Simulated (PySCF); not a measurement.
# Bond curve of SrSn⁺

Set-up: basis Sr def2-SVPD with ECP28, Sn def2-SVPD with ECP28; scalar-relativistic core potentials; PySCF 2.14. Energies in eV from Sr⁺ + Sn in their ground configurations at the same level. State: ⁴Σ⁻ (quartet), unpaired electrons σ ↑, π ↑↑.

All columns are r²SCANh. A positive dipole points towards Sn; it is taken about the centre of mass and depends on that origin.

```tsv
R (Å)	E (eV)	μ (D)	Mulliken charge on Sr (basis-dependent)	HOMO (eV)	LUMO (eV)	Mayer bond order	⟨S²⟩
2.621	-0.748	-8.83	0.95	-9.30	-6.44	1.49	3.75
2.743	-1.129	-9.36	1.01	-9.06	-6.48	1.42	3.75
2.865	-1.339	-9.87	1.06	-8.86	-6.52	1.35	3.75
2.957	-1.413	-10.22	1.09	-8.72	-6.53	1.30	3.75
3.048	-1.435	-10.56	1.11	-8.59	-6.55	1.27	3.75
3.139	-1.417	-10.88	1.13	-8.47	-6.55	1.23	3.75
3.261	-1.349	-11.27	1.14	-8.32	-6.60	1.19	3.75
3.414	-1.217	-11.69	1.15	-8.17	-6.69	1.15	3.75
3.597	-1.024	-12.10	1.14	-8.01	-6.80	1.10	3.75
3.841	-0.754	-12.45	1.12	-7.86	-6.93	1.01	3.75
```

A fit through these points gives, at Re = 3.048 Å, μ = -10.56 D and dμ/dR = -3.58 D/Å; the reduced mass is 50.72 u.

**Question.** How strong is the fundamental in the double-harmonic approximation, I = 42.26·(dμ/dR)²/μred km/mol?

**Answer.** I = 42.26·(-3.58)²/50.72 = 10.7 km/mol at r²SCANh.

Spin–orbit coupling is left out, which matters for elements this heavy, above all for dissociation energies. For an ion De counts to the pair picked by the measured ionisation energies or electron affinities, which need not be the lowest pair at this level. The state was picked by a PBE0 search and need not be the measured ground state.
